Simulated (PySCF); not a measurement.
C3S2, SMILES C(=C=C=S)=S. The structure is a stationary point at PBE-D3(BJ)/def2-SVP.

Give the equilibrium geometry at PBE-D3(BJ)/def2-SVP (PySCF confirms it by a frequency run) as Cartesian coordinates in Å, and its point group. (An estimate is asked for; the answer gives what the named calculation found.)

point group D∞h.
```xyz
5

S      0.0000     0.0000    -2.8638
C      0.0000     0.0000    -1.2922
C      0.0000     0.0000     0.0000
C      0.0000     0.0000     1.2922
S      0.0000     0.0000     2.8638
```
Charge 0, spin multiplicity 1.
